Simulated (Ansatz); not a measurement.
The input (input.yaml):

```yaml
crystal:
  lattice:
    - [0.0, 5.43, 5.43]
    - [5.43, 0.0, 5.43]
    - [5.43, 5.43, 0.0]
  atoms:
    - { symbol: Si, position: [0.0, 0.0, 0.0] }
    - { symbol: Si, position: [0.125, 0.125, 0.125] }
    - { symbol: Si, position: [0.0, 0.0, 0.5] }
    - { symbol: Si, position: [0.125, 0.125, 0.625] }
    - { symbol: Si, position: [0.0, 0.5, 0.0] }
    - { symbol: Si, position: [0.125, 0.625, 0.125] }
    - { symbol: Si, position: [0.0, 0.5, 0.5] }
    - { symbol: Si, position: [0.125, 0.625, 0.625] }
    - { symbol: Si, position: [0.5, 0.0, 0.0] }
    - { symbol: Si, position: [0.625, 0.125, 0.125] }
    - { symbol: Si, position: [0.5, 0.0, 0.5] }
    - { symbol: Si, position: [0.625, 0.125, 0.625] }
    - { symbol: Si, position: [0.5, 0.5, 0.0] }
    - { symbol: Si, position: [0.625, 0.625, 0.125] }
    - { symbol: Si, position: [0.5, 0.5, 0.5] }
    - { symbol: Si, position: [0.625, 0.625, 0.625] }
    - { symbol: Ge, position: [0.81490015, 0.56612886, 0.81058184] }
basis:
  ecutwfc: 420.0
kpoints:
  mp_grid: { grid: [2, 2, 2] }
hamiltonian:
  xc: pbe
  pseudopotentials: { kind: paw, azcp: { folder: soft_1 } }
scf:
  occupations: { method: gaussian, width: 0.02 }
  lower_state_search: "off"
relax:
  f_tol: 0.03
  max_steps: 60
  adjacent_minimum: "off"
```

Launched with:

```bash
$ ansatz run input.yaml --threads 1 --pin off --max-ram 3072MiB --backend cpu --events-out ev --progress --plain --runs-dir out
```

Hardware: 1 thread of Arm Neoverse V2 (shared host).

Task: Roughly how long does this run take, and how much memory?

Result: 28 s, with a peak of 0.54 GiB, for 6 ionic steps.
